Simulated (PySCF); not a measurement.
Compound: CH₄BN₂P.
Cartesian coordinates in Å at the PBE0-D3(BJ)/def2-SVP level; atoms count from 1:
```xyz
9
CH4BN2P angstrom
N     -1.0562    2.5789   -0.6193
C     -0.6534    1.5076   -0.4297
B     -0.0749    0.0904   -0.1679
N     -0.9607   -0.9528    0.0676
P      1.8265   -0.1439   -0.3522
H     -0.6641   -1.9022    0.2524
H     -1.9657   -0.8280    0.0635
H      2.2114    0.9470    0.4780
H      1.9910   -1.1515    0.6449
```

Computed at PBE0/pcSseg-1 (PySCF, non-relativistic), with Q(14N) = 0.02044 b, Q(11B) = 0.04059 b: N1, 14N (I = 1): χzz = -5.273 MHz, η = 0.168; B3, 11B (I = 3/2): χzz = 3.196 MHz, η = 0.271; N4, 14N (I = 1): χzz = -2.857 MHz, η = 0.573.

**Question.** Find the zero-field quadrupole resonance frequencies of 14N at N1.

**Answer.** From ν± = (3/4)|χ|(1 ± η/3) and ν0 = |χ|η/2: ν+ 4.177 MHz, ν− 3.733 MHz, ν0 0.443 MHz (cyano nitrogen).

**Question.** Find the zero-field quadrupole resonance frequencies of 11B at B3.

**Answer.** From ν = (|χ|/2)√(1 + η²/3): ν = 1.618 MHz (three-coordinate boron).

**Question.** Where would the pure quadrupole (NQR) lines of 14N at N4 fall for the rigid, isolated species?

**Answer.** From ν± = (3/4)|χ|(1 ± η/3) and ν0 = |χ|η/2: ν+ 2.552 MHz, ν− 1.733 MHz, ν0 0.819 MHz (boron-bound nitrogen).

In a crystal, neighbours and librations shift these lines. These gradients aren't converged with respect to the basis.

These values come from a run that also computed NMR shieldings. Time: 8.5 s of wall time. Hardware: an x86-64 server with one thread, on a shared host.

One conformer stands for the species.
